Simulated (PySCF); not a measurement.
Geometry:
```csv
atom,x (Å),y (Å),z (Å)
C1,3.263,0.734,0.425
O2,1.882,0.589,0.489
Si3,1.010,-0.500,-0.317
O4,-0.452,-0.121,0.248
C5,-1.646,-0.760,-0.085
C6,-2.793,-0.008,0.591
O7,-2.875,1.314,0.131
H8,3.557,1.505,1.137
H9,3.577,1.032,-0.578
H10,3.767,-0.202,0.677
H11,1.095,-0.319,-1.770
H12,1.386,-1.877,0.020
H13,-1.784,-0.749,-1.172
H14,-1.625,-1.803,0.248
H15,-3.747,-0.485,0.358
H16,-2.635,-0.028,1.679
H17,-1.987,1.689,0.197
```

PySCF 2.14.0 with density-fitted response routines calculation with PBE0/pcSseg-1 with gauge-including orbitals and structure optimised with GFN2-xTB; fast rotation and ring inversion assumed for equivalent nuclei, in vacuum, relativity neglected, single conformer.

Predict the 2D correlation tables (HSQC, COSY, HMBC).

## Answers



HSQC (one-bond C–H):
| δH | δC |
| --- | --- |
| 3.96 (H15/H16) | 67.8 (C6) |
| 3.82 (H8/H9/H10) | 50.1 (C1) |
| 3.80 (H13/H14) | 65.1 (C5) |

COSY cross peaks (H two or three bonds apart, from the bond graph; peaks can be absent where the dihedral angle is near 90°):
| δH | δH |
| --- | --- |
| 3.96 (H15/H16) | 3.80 (H13/H14) |

HMBC (two and three bonds, from the bond graph):
| δH | δC |
| --- | --- |
| 4.87 (H11/H12) | 65.1 (C5), 50.1 (C1) |
| 3.96 (H15/H16) | 65.1 (C5) |
| 3.80 (H13/H14) | 67.8 (C6) |

References, each an isolated molecule treated in the same way: TMS for ¹H (31.72 ppm), ¹³C (186.93 ppm).

The OH or NH signal is concentration- and solvent-dependent in practice; the value given is the gas-phase one. Shifts are as computed. Against solution values, carbons near 30 ppm lie about +3 ppm off and those near 130 ppm about +5 ppm. Of 1211 compounds with measured shifts, 218 miss one by over three times the rms of a fit or turn the order of signals round; such compounds aren't used in these exercises.
